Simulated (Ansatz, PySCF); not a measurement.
Gas-phase reaction (SMILES): C[O][AlH2] + O (H2O) -> [OH][AlH2] + CO (CH4O) [methanol]; water cleaves one Al-O bond, a model of a ligand-exchange step.

Geometries: B3LYP-D3(BJ)/def2-TZVP minima from Ansatz (a program for electronic structure), one conformer each, not searched for the lowest. Cores are frozen in the correlated levels unless marked. Spin-orbit coupling is left out. Non-relativistic. CBS(X,Y): correlation extrapolated as X^-3; Hartree-Fock from the larger set. Thermal terms are rigid-rotor harmonic-oscillator values from B3LYP-D3(BJ) frequencies (Ansatz or PySCF) at 298.15 K and 1 atm. 1 Eh = 627.5095 kcal/mol.

```tsv
species	E, CCSD(T)/CBS(cc-pV(T+d)Z,cc-pV(Q+d)Z) (Ansatz) (Eh)	E, PBE/def2-TZVPD (Ansatz) (Eh)	H - E (Eh)
C[O][AlH2]	-358.25926	-358.56073	0.06139
O (H2O)	-76.37426	-76.38111	0.02495
[OH][AlH2]	-319.02449	-319.31058	0.03129
CO (CH4O)	-115.60979	-115.63215	0.05533
```

Q: Work out ΔE and ΔH at 298.15 K at the first level, then ΔH at the second.

A: 
1. ΔE = [(-319.02449) + (-115.60979)] - [(-358.25926) + (-76.37426)] = -0.00076 Eh = -0.5 kcal/mol at CCSD(T)/CBS(cc-pV(T+d)Z,cc-pV(Q+d)Z).
2. The terms H - E add up to 0.00028 Eh, so ΔH = (-0.00076 + (0.00028))×627.5095 = -0.3 kcal/mol.
3. At PBE/def2-TZVPD the same steps give ΔE = -0.6 and ΔH = -0.4 kcal/mol, a shift of -0.1 from the first level.
4. These values are not checked against measurement here, since the tables used lack a sound gas-phase enthalpy of formation for at least one species.
